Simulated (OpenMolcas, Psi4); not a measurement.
# Predicting a hybrid from its neighbours: C2H7BO

C2H7BO has 11 atoms, charge 0, and is taken as a singlet. SMILES: `CBOC`. The shape is that of a PBE0-D4/def2-TZVP optimisation. This is one conformer, not always the lowest.

The vertical ionisation energy (to the doublet cation) y, in eV, basis cc-pVDZ; a is the functional's share of exact exchange. Programs: OpenMolcas 26.06, Psi4 1.11.

```
functional     program     a  y (eV)
    revPBE  OpenMolcas     0   10.14
      TPSS  OpenMolcas     0   10.23
     B3LYP  OpenMolcas   0.2   10.56
      PBE0  OpenMolcas  0.25       ?
     BHLYP        Psi4   0.5   10.84
```

Q: Fit y = c + s·a to the known rows and predict PBE0.

A: 
1. Means of the 4 rows: a = 0.1750, y = 10.443.
2. Σ(Δa)² = 0.1675, Σ(Δa·Δy) = 0.22225, so the slope is 0.22225/0.1675 = 1.3269.
3. Intercept: 10.443 − (1.3269) × 0.1750 = 10.211. The largest residual of the fit is 0.084.
4. PBE0: 10.211 + (1.3269) × 0.25 = 10.54 eV.

The run gave 10.57 eV, so the prediction is off by -0.03 eV, within the largest residual. The rows mix families of semi-local functionals, which the line can't see.
